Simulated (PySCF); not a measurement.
Electric field gradients and quadrupole coupling constants

Species: C3H4F4S.
Cartesian coordinates in Å at the GFN2-xTB level; atoms count from 1:
```xyz
12
C3H4F4S angstrom
F      2.0247   -1.4798    0.2844
C      1.9205   -0.1236    0.2831
S      0.9291    0.4496   -1.1300
C     -0.6625   -0.3413   -0.7238
C     -1.5094    0.4971    0.2151
F     -1.8101    1.6970   -0.2869
F     -0.9164    0.7113    1.3997
F     -2.6747   -0.1154    0.4821
H      1.4633    0.1815    1.2266
H      2.9186    0.3006    0.1595
H     -0.4753   -1.3173   -0.2755
H     -1.2065   -0.4604   -1.6603
```

Field gradients from the PBE0/pcSseg-1 density (PySCF, non-relativistic), principal values in atomic units, ordered |Vxx| ≤ |Vyy| ≤ |Vzz|:

| atom | Vxx | Vyy | Vzz |
| --- | --- | --- | --- |
| S3 | 0.5342 | 2.5352 | -3.0693 |

Q: Find the asymmetry η = (Vxx − Vyy)/Vzz and the couplings χ = eQV/h (234.96 MHz × Q in barn × V in au), with Q(33S) = −0.0678 b.

A: 
| atom | environment | nucleus | η | χzz (MHz) | χxx (MHz) | χyy (MHz) |
| --- | --- | --- | --- | --- | --- | --- |
| S3 | sulfide sulfur | 33S | 0.65 | 48.90 | -8.51 | -40.39 |

The tensor is traceless: Vxx + Vyy + Vzz = 0.

Q: What is Vzz at S3 in SI units (1 au = 9.71736 × 10²¹ V/m²)?

A: -3.0693 au = -29.826 × 10²¹ V/m².

Q: And the gradient at the other heavy atoms, for which no coupling is worked out here?

A: 
```csv
atom,environment,Vzz (au),η
F1,alkyl fluorine,3.072,0.09
C2,sp3 C–F carbon,0.462,0.82
C4,sp3 carbon bound to sulfur,0.225,0.71
C5,CF3 carbon,-0.438,0.04
F6,fluorine of a CF3 group,2.916,0.04
F7,fluorine of a CF3 group,2.891,0.03
F8,fluorine of a CF3 group,2.895,0.04
```

Q: What couplings would deuterons (Q(2H) = 0.00286 b) have in place of the hydrogens, at this geometry?

A: 
| atom | bonded to | bond length (Å) | Vzz (au) | η | χzz (kHz) |
| --- | --- | --- | --- | --- | --- |
| H9 | C2 | 1.092 | 0.2863 | 0.06 | 192 |
| H10 | C2 | 1.092 | 0.2921 | 0.06 | 196 |
| H11 | C4 | 1.090 | 0.2963 | 0.03 | 199 |
| H12 | C4 | 1.090 | 0.3009 | 0.04 | 202 |

The structure is a single GFN2-xTB conformer in the gas phase; no vibrational or solvent corrections. GFN2-xTB bond lengths can be off by several hundredths of an ångström, more for odd bonds, and the gradients follow them. With so small a basis the couplings can be 20 % off.

The run behind these numbers computed NMR shieldings as well. On an x86-64 server with one thread, on a shared host, this took 20 s.
